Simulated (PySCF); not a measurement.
Er⁵⁵⁺: fine-structure interval

Er⁵⁵⁺ [Ne] 3s2 3p1 [3p1/2^1, M_J = 1/2] → Er⁵⁵⁺ [Ne] 3s2 3p1 [3p3/2^1, M_J = 3/2], as a difference of total energies. Computed with PySCF 2.14 in an uncontracted even-tempered set (18 s from 16 bohr⁻², ratio 2.4; 14 p from 21 bohr⁻², ratio 2.4; 4 d from 68 bohr⁻², ratio 2.6; 4 f from 100 bohr⁻², ratio 2.6), with the two-component X2C-1e Hamiltonian. Correlated levels: 1s2 frozen; the 54 highest virtual spinors dropped. "Screened" scales the spin-orbit matrix elements by Boettger's factors to mimic the two-electron term; Breit and QED terms are absent.

```json
{"method": "GHF (screened spin-orbit)", "fine-structure interval (cm⁻¹)": "1998900"}
{"method": "GMP2 (screened spin-orbit)", "fine-structure interval (cm⁻¹)": "1993500"}
{"method": "GHF (bare spin-orbit)", "fine-structure interval (cm⁻¹)": "2064900"}
```
